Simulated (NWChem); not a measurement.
System: PH, triplet; SMILES [PH]

Program: NWChem. Spin-unrestricted. Medium grid unless said otherwise, to which SCAN and Minnesota functionals are sensitive. Coordinates come from a PBE0-D3(BJ)/def2-TZVP, spin-unrestricted optimisation. No stability test was run on the SCF state.

For level B3LYP/def2-TZVP:

- highest occupied level (eV): -6.98
- lowest empty minus highest occupied level, either spin (eV): 3.67

**Question.** How do the values read with level MN15/def2-TZVP instead?

**Answer.** The highest occupied level (eV) is -7.75 and the lowest empty minus highest occupied level, either spin (eV) comes out as 5.59.
